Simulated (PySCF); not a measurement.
Al(H)(Vi)(OMe), SMILES C=[CH][AlH][O]C (C₃H₇AlO) (PBE0/def2-SVP optimised geometry):

```
12

Al    -0.263    -0.359     0.000
H     -1.059    -1.735     0.000
C     -1.203     1.334     0.000
C     -2.546     1.351     0.002
H     -0.690     2.306    -0.001
H     -3.131     2.280     0.003
H     -3.140     0.427     0.004
O      1.435    -0.359     0.000
C      2.502    -1.244    -0.001
H      3.140    -1.088    -0.890
H      3.140    -1.090     0.888
H      2.186    -2.306    -0.002
```

Level of theory: PBE0/def2-TZVP (PySCF).

Task: What are the frontier orbital energies and the dipole moment?

Result: HOMO-2 -8.23 eV, HOMO-1 -7.89 eV, HOMO -7.83 eV, LUMO -1.10 eV, LUMO+1 0.58 eV; dipole moment 0.12 D.

On the same geometry PBE/def2-TZVP in PySCF 2.14.0 gives HOMO-2 -6.94 eV, HOMO-1 -6.52 eV, HOMO -6.40 eV, LUMO -1.97 eV, LUMO+1 -0.34 eV; dipole moment 0.02 D.

Meta-Löwdin charges at PBE0/def2-TZVP: Al1 0.83, H2 -0.16, C3 -0.40, C4 -0.20, H5 0.12, H6 0.12, H7 0.11, O8 -0.63, C9 -0.10, H10 0.11, H11 0.11, H12 0.09.
